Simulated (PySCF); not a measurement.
**Al³⁺ (aluminium, charge +3) across methods**

[Ne], closed-shell 1S. All numbers are calculated (PySCF 2.14, the spin-free X2C one-electron Hamiltonian (Gaussian nucleus), in dyall-av3z).

```csv
method,E (hartree),mean ε 1s (eV),mean ε 2s (eV),mean ε 2p (eV),Σ⟨r²⟩ (bohr²),⟨S²⟩
BHandHLYP,-240.8510,-1589.5,-155.75,-113.55,3.654,0.000
PBE,-240.7041,-1546.2,-142.61,-104.12,3.678,0.000
PBE0,-240.7311,-1567.4,-149.26,-108.83,3.661,0.000
wB97M-V,-240.8392,-1571.1,-152.02,-111.11,3.659,0.000
LDA,-239.7783,-1539.3,-141.99,-104.21,3.688,0.000
r2SCAN,-240.8310,-1556.3,-146.05,-105.72,3.649,0.000
TPSS,-240.8675,-1552.7,-143.93,-104.53,3.667,0.000
TPSSh,-240.8624,-1560.5,-146.46,-106.37,3.661,0.000
```

(1) Estimate the same row for UHF.

Results:

(1) E (hartree) = -240.43442; mean ε 1s (eV) = -1630.3; mean ε 2s (eV) = -167.91; mean ε 2p (eV) = -121.69; Σ⟨r²⟩ (bohr²) = 3.627; ⟨S²⟩ = 0.000.
